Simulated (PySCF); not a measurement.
These compounds are isomers of formula C7H9NSi.

A. `N#CC1=C[SiH2][C@H]2C[C@@H]1C2`
B. `C=C1[SiH2][C@H]1n1cccc1`
C. `[H]/N=C\C1=C[C@@]2([SiH3])C=C[C@@H]12`

Spectrum 1. $^{1}$H NMR (500 MHz, computed): δ 10.96 (br s, 1H), 8.40 (s, 1H), 6.97 (s, 1H), 6.92 (m, 1H), 6.89 (m, 1H), 4.10 (s, 3H), 3.90 (m, 1H). $^{13}$C{$^{1}$H} NMR (computed): δ 166.8 (CH), 156.5 (CH), 156.3 (CH), 156.2 (C), 149.3 (CH), 51.8 (CH), 47.9 (C).

Spectrum 2. $^{1}$H NMR (500 MHz, computed): δ 6.98 (t, 1H), 4.60 (m, 2H), 2.74 (m, 2H), 2.73 (m, 1H), 1.89 (m, 1H), 1.77 (m, 2H). $^{13}$C{$^{1}$H} NMR (computed): δ 151.6 (C), 143.9 (CH), 123.5 (C), 40.3 (CH), 36.5 (CH2), 16.9 (CH).

Spectrum 3. $^{1}$H NMR (500 MHz, computed): δ 7.13 (m, 1H), 7.01 (m, 1H), 6.53 (m, 2H), 6.32 (m, 2H), 4.07 (m, 1H), 3.63 (m, 1H), 3.43 (m, 1H). $^{13}$C{$^{1}$H} NMR (computed): δ 145.1 (C), 141.2 (CH2), 121.1 (CH), 114.2 (CH), 36.1 (CH).

No solvent, single conformer, fast rotation and ring inversion assumed for equivalent nuclei, non-relativistic Hamiltonian. Geometry from GFN2-xTB; PBE0/pcSseg-1 with gauge-including orbitals; PySCF.

References, each an isolated molecule treated in the same way: $^{1}$H and $^{13}$C against TMS. Where no couplings were computed, multiplicities follow the n + 1 count of equivalent neighbours, and m marks all less simple cases (inequivalent or close neighbours, rings, F or P nearby). Shifts are as computed. Against solution values, carbons near 30 ppm lie about +3 ppm off and those near 130 ppm about +5 ppm. Of 1309 compounds with measured shifts, 239 miss one by over three times the rms of a fit or turn the order of signals round; such compounds aren't used in these exercises. OH and NH positions are gas-phase values without hydrogen bonding to other molecules.

Task: Which spectrum belongs to which compound?

Result: 1–C, 2–A, 3–B.

- Spectrum 1 (C): 7 $^{13}$C signals; δC 156.5 is an alkene CH; δC 156.3 is an alkene CH.
- Spectrum 2 (A): 6 $^{13}$C signals; δC 151.6 is a fully substituted alkene carbon; δC 143.9 is an alkene CH.
- Spectrum 3 (B): 5 $^{13}$C signals; δC 145.1 is a fully substituted alkene carbon; δC 141.2 is a terminal =CH2 carbon.
